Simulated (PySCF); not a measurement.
## RuF₃, quartet: structure and spectrum

Method: UPBE0 in PySCF with Ru def2-TZVP with ECP28, F def2-TZVP; scalar-relativistic core potentials, no spin–orbit coupling; density-fitted integrals.

The structure is a minimum.

Coordinates in bohr (charge 0 multiplicity 4):
```
Ru    0.0000    0.0000   -0.2982
F     0.0000    0.0000    3.2032
F     3.4390    0.0000   -0.8012
F    -3.4390    0.0000   -0.8012
```

```json
{
 "Point group": "C2v",
 "Bond lengths": "Ru–F 1.839 Å (×2), Ru–F 1.853 Å",
 "Bond angles": "F–Ru–F 98.3° (×2), F–Ru–F 163.4°",
 "Rotational symmetry number": "2",
 "Atomisation energy without zero-point energy": "1200 kJ/mol",
 "Highest occupied level (β)": "-8.27 eV",
 "Entropy at 298.15 K and 1 bar (electronic part: spin only)": "321.7 J/(mol K)",
 "Lowest empty level (β)": "-4.59 eV",
 "Rotational constants": "0.2636, 0.134, 0.08882 cm⁻¹",
 "Heat capacity Cp at 298.15 K": "67.9 J/(mol K)",
 "Zero-point energy": "15.0 kJ/mol",
 "Spin squared ⟨S²⟩": "3.759",
 "Enthalpy at 298.15 K above 0 K": "15.79 kJ/mol",
 "Dipole moment": "2.59 D",
 "Principal quadrupole moments (Buckingham, traceless) about the centre of mass": "-9.21, 0.91, 8.30 D Å",
 "Principal polarisabilities": "23.6, 31.0, 40.4 bohr³"
}
```

Harmonic modes (masses in u: Ru 101.904, F 18.998):
```
symmetry  ω (cm⁻¹)  IR (km/mol)  μ (u)     type
      b1       137         18.0  25.66     bend
      b2       155          5.1  20.17     bend
      a1       196         14.2  22.42     bend
      a1       647         75.6  20.95  stretch
      a1       680         16.5  19.92  stretch
      b2       701          290  24.45  stretch
```

In C2v the vibrations span b1 + 2b2 + 3a1. Here b1 is antisymmetric to the molecular plane and b2 lies in it.

Charges (e):
```tsv
atom	Mulliken	Löwdin	polar tensor	spin (Mulliken)	Mayer order to Ru1
Ru1	1.37	0.84	1.94	2.65	–
F2	-0.45	-0.27	-0.59	0.04	0.82
F3,4	-0.46	-0.28	-0.68	0.15	0.81
```

Mulliken populations on Ru1 (electrons outside its core potential): s 2.27, p 6.21, d 6.12, f 0.02.

Outer orbital energies (eV). α occupied: -12.51, -12.51, -12.48, -11.66, -10.04, -9.49, -9.24, -8.85; empty: -4.06, -0.57, -0.20, 1.18. β occupied: -13.05, -12.58, -12.29, -12.24, -11.88, -11.80, -11.11, -8.27; empty: -4.59, -4.18, -3.79, -3.18.

Formally Ru is in oxidation state +3, d5, with 3 unpaired electrons (the high-spin count would be 5). The Mulliken spin on Ru is 2.65. The polar-tensor charge on Ru, 1.94, is below the formal one.

Other isomers or separated fragments may lie lower. With open d or f shells other occupations or spin states may lie lower.

The final relaxation and frequency run took 65 s on 4 threads of a shared Arm Neoverse V1 host, with 133 basis functions and 13 gradients; the process peaked at 1.4 GiB. Launch command: `OMP_NUM_THREADS=4 python axn.py task.json out`.
